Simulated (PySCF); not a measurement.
# Ionisation energy of Ca by level of theory

Ca [Ar] 4s2 (1S) → Ca⁺ [Ar] 4s1 (2S), as a difference of total energies. All numbers are calculated (PySCF 2.14, the non-relativistic Hamiltonian (point nucleus), in dyall-av2z (17s13p4d, 76 functions)). Correlated levels: valence: [Ar] frozen; virtual orbitals above 40 to 60 times the deepest correlated orbital energy dropped. The calculations carry no spin-orbit coupling.

| method | ionisation energy (eV) |
| --- | --- |
| UHF | 5.118 |
| MP2 (valence) | 5.641 |
| SCS-MP2 (valence) | 5.746 |
| CCSD (valence) | 5.898 |

Q: How much does correlation contribute at MP2 (valence)?

A: 5.641 − (5.118) = 0.523 eV, measured against UHF.

These non-relativistic numbers lack the scalar-relativistic shift.

Errors of the correlated levels include the incompleteness of this basis and the frozen core.

With two correlated electrons CCSD is exact in that space.

For comparison: 6.113 eV (measured; NIST Atomic Spectra Database, ionization energies).
